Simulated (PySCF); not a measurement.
Compound: Si₄H₁₀.
Atom-mapped SMILES: `[SiH3:1][SiH:2]([SiH3:3])[SiH3:4]` (hydrogens: H5, H6, H7 on Si1; H8 on Si2; H9, H10, H11 on Si3; H12, H13, H14 on Si4)

Computed with PySCF at wB97X-D/pcSseg-2, non-relativistic, on one gas-phase PBE0-D3(BJ)/def2-TZVP geometry that isn't relaxed in the solvent. The solvent is an IEF-PCM continuum (Bondi radii, 1.10 Å for H, scaled by 1.2). The model holds no explicit solvent molecules, cavitation or dispersion.

Gas phase at wB97X-D/pcSseg-2: HOMO -9.80 eV, LUMO 1.41 eV, dipole 0.15 D.

Task: What does the continuum do to the energy, the frontier levels and the dipole at wB97X-D/pcSseg-2 in chloroform?

Result: 
```
   solvent      ε  E(solvent) − E(gas) (kcal/mol)  polarisation term (kcal/mol)  distortion of the solute (kcal/mol)  HOMO (eV)  LUMO (eV)  dipole (D)
chloroform  4.711                           -0.27                         -0.29                                 0.02      -9.67       1.54        0.18
```

The polarisation term is half the interaction of the solute with the surface charges that it induces; the rest is the cost of distorting the solute's density. The sum is the electrostatic part of solvation alone.

The run took 38 s of wall time on an AMD EPYC 9R45 with one thread, no GPU, shared host, and the process peaked at 1.6 GiB of memory. This is the whole shielding run at wB97X-D/pcSseg-2 in chloroform, SCF included.

wB97X-D is run here without its empirical dispersion term; that term would change no orbital, density or response property at a fixed geometry.
